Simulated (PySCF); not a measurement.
Molecule: `[C-]#[N+]c1ccccc1`, C$_{7}$H$_{5}$N.

Cartesian coordinates in Å; atom numbers follow the order of the lines, from 1:
```xyz
13

C     3.983   -0.095   -0.259
N     2.807   -0.114   -0.254
C     1.429   -0.138   -0.248
C     0.759   -1.367   -0.219
C    -0.632   -1.385   -0.212
C    -1.352   -0.190   -0.235
C    -0.677    1.031   -0.264
C     0.714    1.065   -0.270
H     1.338   -2.291   -0.202
H    -1.158   -2.342   -0.190
H    -2.444   -0.210   -0.230
H    -1.238    1.968   -0.281
H     1.258    2.010   -0.293
```

Spin–spin couplings on one PBE0-D3(BJ)/def2-SVP geometry, PySCF 2.14, gas phase, non-relativistic, equivalent pairs averaged (spin–dipole term only in couplings to heteroatoms); isotopes ¹³C, ¹H, ¹⁵N; functional B3LYP.

Q: How do the couplings (Hz) change with the basis set? Times are CPU seconds on shared hosts with different chips, so compare them loosely. Far from the basis limit: 6-31G-J, pcJ-0, 6-31G*, def2-TZVP, cc-pVTZ.

A: 
```tsv
basis set	functions	¹J(C4,H9)	¹J(C5,H10)	¹J(C6,H11)	¹J(C3,C4)	¹J(C4,C5)	¹J(C5,C6)	¹J(N2,C3)	core-s
6-31G-J	116	178.6	175.0	174.9	70.8	63.1	61.6	-23.1	15
pcJ-0	119	157.0	153.1	152.9	56.8	50.1	48.6	-14.9	15
6-31G*	122	164.0	160.5	160.3	93.1	88.2	85.9	-27.3	16
pcJ-1	266	173.2	169.8	169.5	70.6	63.2	61.7	-23.0	58
def2-TZVP	278	164.4	161.7	161.3	70.1	62.0	60.5	-22.1	61
cc-pVTZ	310	155.6	154.4	153.5	74.3	66.0	64.0	-16.0	70
```

The Fermi-contact term samples the wavefunction at the nucleus, which is why sets with added tight s functions (names with J) are made for couplings.
